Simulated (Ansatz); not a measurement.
```yaml
crystal:
  periodic: [false, false, false]
  atoms:
    - {symbol: C, position_ang: [2.423326, 0.200687, -2.088836]}
    - {symbol: C, position_ang: [1.070418, 0.665915, -1.618540]}
    - {symbol: O, position_ang: [1.199841, 1.128866, -0.272580]}
    - {symbol: Ge, position_ang: [-0.215502, 1.601416, 0.617549]}
    - {symbol: F, position_ang: [-1.038239, 2.880731, -0.163385]}
    - {symbol: F, position_ang: [0.357902, 2.190149, 2.116893]}
    - {symbol: O, position_ang: [-1.400964, 0.351778, 0.845384]}
    - {symbol: C, position_ang: [-1.051937, -0.836742, 1.558372]}
    - {symbol: C, position_ang: [-2.216382, -1.788903, 1.485833]}
    - {symbol: H, position_ang: [3.144846, 1.018331, -2.044971]}
    - {symbol: H, position_ang: [2.789048, -0.615572, -1.463123]}
    - {symbol: H, position_ang: [2.361808, -0.153150, -3.120687]}
    - {symbol: H, position_ang: [0.699818, 1.478078, -2.253874]}
    - {symbol: H, position_ang: [0.343557, -0.154301, -1.667966]}
    - {symbol: H, position_ang: [-0.155736, -1.291778, 1.118771]}
    - {symbol: H, position_ang: [-0.822076, -0.587737, 2.600347]}
    - {symbol: H, position_ang: [-2.439746, -2.046032, 0.448776]}
    - {symbol: H, position_ang: [-1.985569, -2.707955, 2.029717]}
    - {symbol: H, position_ang: [-3.106312, -1.338178, 1.928416]}
basis:
  gaussian: {orbitals: ANO-RCC-VTZP, final_grid: {core_spheres: 20, valence_spheres: 16, degree: 47}}
hamiltonian: {xc: {name: BHLYP}, dispersion: d3bj}
```

```sh
$ ansatz run in.yaml --threads 4 --pin off --events-out ev --progress --plain --max-ram 46080MiB --backend cuda --devices 0, --max-vram 37GiB
```

It prints (some lines left out):

```
Functional definition: BHLYP
3172 factors; their error is unknown
mean field evaluation 1: about -70949.1516 eV, gradient 8.2e1 eV
mean field evaluation 2: about -70947.9616 eV, gradient 9.2e1 eV
mean field evaluation 4: about -70961.3249 eV, gradient 2.9e0 eV
mean field evaluation 8: about -70961.3388 eV, gradient 5.2e-2 eV
mean field evaluation 16: about -70961.8611 eV, gradient 7.1e-5 eV
mean field -70961.86114265 eV, -2607.8002973154 hartree, gradient 7.1e-5 eV, S^2 0.000000; 0 other end points of the search recorded, 0 dependent functions left out
reference -70961.86143904 eV, -2607.8003082075 hartree; 50, 50 occupied and 373, 373 virtual orbitals, 3172 factors
Total energy: -70962.38999697 eV, -2607.8197323530 hartree
Relativity: scalar
```

It took 7 s on 4 threads of an AMD EPYC 7R13 on a shared host and a share of an NVIDIA H100 80 GB, with 1.3 GiB of host memory at the peak.
